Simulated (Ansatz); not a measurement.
Species: sum formula FeHSCl, charge 0, multiplicity 5. The spin state was set by rule; other spins were not relaxed. 
Structure (B3LYP-D3(BJ)/def2-TZVP (Ansatz, a quantum-chemistry and plane-wave program) minimum search):
SMILES: [SH][Fe][Cl]
```xyz
4

Fe    -0.0028     0.0139    -0.0145
Cl    -0.2989     1.4703    -1.5773
S      0.3045    -1.4282     1.6472
H      0.2809    -2.5039     0.8360
```
Charge 0, spin multiplicity 5.

Total electronic energies in hartree. Cores are frozen in the correlated levels unless marked. Open shells are spin-unrestricted. No spin-orbit coupling. The frozen core is the preceding noble-gas configuration, with the filled d and f shells of earlier blocks. No relativistic terms. CBS marks a two-point X^-3 extrapolation of the correlation energy; Hartree-Fock from the larger set. [CCSD(T)-MP2]/basis is that difference in the basis named.

| level | program | energy (Eh) |
|---|---|---|
| RI-HF/def2-TZVPP | Ansatz | -2120.19964 |
| RI-HF/def2-QZVPPD | Ansatz | -2120.25055 |
| revPBE-D3(BJ)/def2-TZVPD | Ansatz + dftd3 | -2122.58598 |
| PBE0/STO-3G | Ansatz | -2099.26243 |
| PBE0/def2-SVP | Ansatz | -2121.83857 |
| r2SCAN0-D4/def2-TZVPD | Ansatz + dftd4 | -2122.72040 |
| r2SCAN0/def2-TZVPD | Ansatz | -2122.71949 |
| HSE06-D3(BJ)/def2-TZVPD | Ansatz + dftd3 | -2122.30214 |
| B2PLYP/def2-TZVPD | Ansatz | -2122.28369 |
| RI-MP2/def2-TZVPP | Ansatz | -2120.75847 |
| RI-MP2/CBS(def2-TZVPPD,def2-QZVPPD) | Ansatz | -2120.8976 |
| CCSD/def2-SVP | Ansatz | -2120.14077 |
| CCSD(T)/STO-3G | Ansatz | -2097.55536 |
| CCSD(T)/def2-SVPD | Ansatz | -2120.20944 |
| RI-MP2/CBS(def2-TZVPP,def2-QZVPP)+[CCSD(T)-MP2]/def2-TZVPP | Ansatz | -2120.9644 |

Totals of different functionals don't rank their quality; only differences between species are comparable.
